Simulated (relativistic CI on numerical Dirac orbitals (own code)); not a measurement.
Hg2+: calculation against measurement

Calculated at this level of theory: Dirac-Coulomb-Breit CI, orbitals from a KLI potential per configuration, a model potential for QED, valence Slater integrals scaled by 0.85, P86 correlation estimate, and configurations built on the next ion tied to the tabulated ionisation energy (semi-empirical) (own radial code, finite nucleus).

Configuration list (outside the closed core [Xe] 4f14): 5d¹⁰, 5d⁹6s, 5d⁹6p, 5d⁹6d, 5d⁹7s, 5d⁹5f, 5d⁹6f, 5d⁸6s², 5d⁸6s6p, 5d⁹7p, 5d⁸5f², 5d⁹7d, 5d⁹5g, 5d⁹7f, 5d⁹6g, 5d⁸6s7s, 5d⁸6p², 5d⁸5f6s. Levels of other configurations are missing.

| Configuration | Term (tabulated) | J | Measured (cm⁻¹) | Computed | Error | Purity (%) |
| --- | --- | --- | --- | --- | --- | --- |
| 5d¹⁰ | 1S | 0 | 0.0 | 0 | 0 | 99 |
| 5d⁹6s | 3D | 3 | 42850.3 | 49044 | 6194 | 100 |
| 5d⁹6s | 3D | 2 | 46029.5 | 52326 | 6297 | 61 |
| 5d⁹6s | 3D | 1 | 58405.8 | 63832 | 5426 | 100 |
| 5d⁹6s | 1D | 2 | 61085.7 | 66767 | 5681 | 60 |
| 5d⁸6s² | 3F | 4 | 97893.8 | 107524 | 9631 | 93 |
| 5d⁹6p | ³F° (computed) | 3 | 105627.8 | 110848 | 5220 | 50 |
| 5d⁸6s² | ¹D (computed) | 2 | 106027.5 | 116366 | 10339 | 45 |
| 5d⁸6s² | ³F (computed) | 3 | 112226.0 | 121112 | 8886 | 98 |
| 5d⁹6p | ³P° (computed) | 1 | 118607.4 | 122066 | 3458 | 71 |
| 5d⁸6s² | ³P (computed) | 2 | 118926.5 | 128677 | 9751 | 50 |
| 5d⁹6p | ³D° (computed) | 3 | 121602.0 | 125274 | 3672 | 73 |
| 5d⁸6s² | ³P (computed) | 1 | 122734.9 | 133421 | 10686 | 98 |
| 5d⁹6p | ¹P° (computed) | 1 | 126556.3 | 131902 | 5345 | 74 |
| 5d⁹6p | ³P° (computed) | 0 | 130702.4 | 133055 | 2352 | 98 |
| 5d⁸6s² | ¹D (computed) | 2 | 133731.5 | 142463 | 8731 | 50 |
| 5d⁹6p | ³F° (computed) | 3 | 134588.0 | 137449 | 2861 | 47 |
| 5d⁹6p | ³D° (computed) | 1 | 134998.7 | 137901 | 2902 | 52 |
| 5d⁸6s² | 1S | 0 | 158909.0 | 167635 | 8726 | 78 |
| 5d⁹7s | ³D (computed) | 3 | 178428.2 | 179117 | 689 | 99 |
| 5d⁹7s | ¹D (computed) | 2 | 179039.1 | 179807 | 768 | 55 |
| 5d⁹7s | ³D (computed) | 1 | 194078.6 | 193965 | -114 | 99 |
| 5d⁹7s | ³D (computed) | 2 | 194476.0 | 194420 | -56 | 55 |

Measured levels from Moore, Atomic Energy Levels, vol. III, NSRDS-NBS 35 (1971 reprint of NBS Circular 467, 1958); pairs were made by configuration, J and term (by order where the table uses no LS term), so strongly mixed levels may be paired wrongly. The analysis dates from before 1960.

Mean error by configuration (cm⁻¹): 5d⁹6s 5899; 5d⁸6s² 9536; 5d⁹6p 3687; 5d⁹7s 322. Over the excited levels the mean absolute error is 5354 cm⁻¹ (22 of the 62 excited levels that our extract of the source holds in range could be paired, and the others can miss by more), and the median relative error of those above 1,000 cm⁻¹ is 5.2 %.
